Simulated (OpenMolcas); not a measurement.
**Os6+ in a point-charge field**

Os6+ among 4 point charges of -1.5 e arranged as a tetrahedron (Td), 1.99 Å from the ion.
```
   1.1489    1.1489    1.1489  -1.50
   1.1489   -1.1489   -1.1489  -1.50
  -1.1489    1.1489   -1.1489  -1.50
  -1.1489   -1.1489    1.1489  -1.50
```

```json
{
  "Program": "OpenMolcas 26.06",
  "Method": "CASSCF",
  "Basis": "ANO-RCC-VTZP [8s7p5d3f2g1h]",
  "Scalar Hamiltonian": "DKH2, point nucleus",
  "Active space": "2 electrons in 5 orbitals (5d)",
  "State averaging": "2S+1 = 3 even, 10 roots; 2S+1 = 1 even, 15 roots",
  "Spin-orbit coupling": "state interaction with AMFI integrals over the reference wave functions"
}
```

The lowest spin-free states (labels of Td), above the lowest:

```json
{"State": "3A2", "Degeneracy": "1", "E (cm-1)": "0.0", "Free-ion L (%)": "F (100)"}
{"State": "3T2", "Degeneracy": "3", "E (cm-1)": "2575", "Free-ion L (%)": "F (100)"}
{"State": "3T1", "Degeneracy": "3", "E (cm-1)": "4566", "Free-ion L (%)": "F (99)"}
{"State": "1E", "Degeneracy": "2", "E (cm-1)": "13787", "Free-ion L (%)": "D (91)"}
{"State": "1T2", "Degeneracy": "3", "E (cm-1)": "15778", "Free-ion L (%)": "D (97)"}
{"State": "3T1", "Degeneracy": "3", "E (cm-1)": "17080", "Free-ion L (%)": "P (99)"}
{"State": "1A1", "Degeneracy": "1", "E (cm-1)": "20717", "Free-ion L (%)": "G (99)"}
{"State": "1T1", "Degeneracy": "3", "E (cm-1)": "21424", "Free-ion L (%)": "G (100)"}
{"State": "1E", "Degeneracy": "2", "E (cm-1)": "22601", "Free-ion L (%)": "G (91)"}
{"State": "1T2", "Degeneracy": "3", "E (cm-1)": "23059", "Free-ion L (%)": "G (97)"}
{"State": "1A1", "Degeneracy": "1", "E (cm-1)": "50593", "Free-ion L (%)": "S (99)"}
```

The lowest levels with spin-orbit coupling:

| E (cm-1) | Degeneracy | Label | 2S+1 |
| --- | --- | --- | --- |
| 0.0 | 3 | T2 | 3 |
| 1029 | 2 | E | 3 (88 %) |
| 10314 | 1 | A2 | 3 |
| 10714 | 3 | T2 | 3 |
| 10968 | 3 | T1 | 3 |
| 17964 | 1 | A1 | 3 (89 %) |
| 18102 | 3 | T2 | 3 |
| 19222 | 2 | E | 3 (87 %) |
| 19606 | 3 | T1 | 3 (86 %) |
| 20808 | 1 | A1 | 3 (85 %) |
| 21748 | 2 | E | 1 (51 %) |
| 22029 | 3 | T2 | 3 (51 %) |
| 24871 | 3 | T1 | 3 |
| 33343 | 1 | A1 | 1 (82 %) |
| 33485 | 2 | E | 1 (64 %) |
| 33818 | 3 | T1 | 1 (85 %) |
| 34559 | 3 | T2 | 1 (81 %) |
| 36483 | 2 | E | 1 (59 %) |
| 36752 | 3 | T2 | 1 (52 %) |
| 64460 | 1 | A1 | 1 |

Powder χT (cm3 K/mol): 0.0633 at 2 K, 0.0665 at 10 K, 0.0822 at 50 K, 0.102 at 100 K, 0.141 at 200 K, 0.179 at 300 K. The effective moment at 300 K is 2.828 √(χT) = 1.20 μB.

The lowest level has 2S+1 = 3, for which the spin-only value is χT = S(S+1) / 2 = 1.000 cm3 K/mol (g = 2). The computed 0.179 at 300 K differs by -0.821, through orbital momentum, spin-orbit coupling and any other state in reach.

A least-squares ligand-field fit to the states below 45000 cm-1, each weighted by its degeneracy and with a free common offset, gives 10Dq = -2550 cm-1 (negative for this site), B = 927 cm-1 and C = 3853 cm-1 (C/B = 4.16), with an rms deviation of 22 cm-1.

Spin-orbit coupling mixes the spin-free states strongly: the lowest level takes only 43 % from its leading state, 3T2, which lies 2575 cm-1 above the lowest spin-free state. Without dynamic correlation the repulsion within the d shell is too large (B by tens of per cent), so at a given field states of lower spin stand too high. The ground term spreads over less than 5000 cm-1, several times less than with real ligands, so orbital moments are less quenched and χT lies further from the spin-only value than at real sites. This is an electrostatic model: the charges have no orbitals. No measured value stands beside these numbers.
